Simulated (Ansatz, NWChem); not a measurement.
**SnH2O2 (SMILES [OH][Sn][OH]): methods side by side**

The species is SnH2O2 (5 atoms), meant as a singlet with charge 0. SMILES: `[OH][Sn][OH]`. The shape is that of a PBE0-D4/def2-TZVP optimisation. This is one conformer, not always the lowest.

```xyz
5

O    -0.9843    0.1778   -0.6138
Sn   -0.1537   -0.9439    0.8009
O     1.5618    0.0029    0.6361
H    -1.9012   -0.0056   -0.8314
H     1.5272    0.6951   -0.0333
```

Quantity: the electronic atomisation energy, in eV. The values are calculated. Electronic energies at fixed atoms, without zero-point motion or spin-orbit coupling.

```
                             level                    kind  program  value (eV)  CPU time (all runs)
   SVWN5/def2-SVP (core potential)                     LDA   Ansatz       20.36                5.3 s
   B3LYP/def2-SVP (core potential)           global hybrid   NWChem       16.81                 21 s
   BHLYP/def2-SVP (core potential)           global hybrid   Ansatz       15.66                7.5 s
  M06-2X/def2-SVP (core potential)         hybrid meta-GGA   NWChem       16.59                 34 s
 wB97M-V/def2-SVP (core potential)  range-separated hybrid   Ansatz       17.13                 76 s
   wB97X/def2-SVP (core potential)  range-separated hybrid   Ansatz       17.07                 27 s
  B2PLYP/def2-SVP (core potential)           double hybrid   Ansatz       16.52                9.8 s
RPA@PBE0/def2-SVP (core potential)                     RPA   Ansatz       15.12                 13 s
```

The values span 15.12 to 20.36 eV. CPU times are rough (shared hosts, several kinds of processor and program).
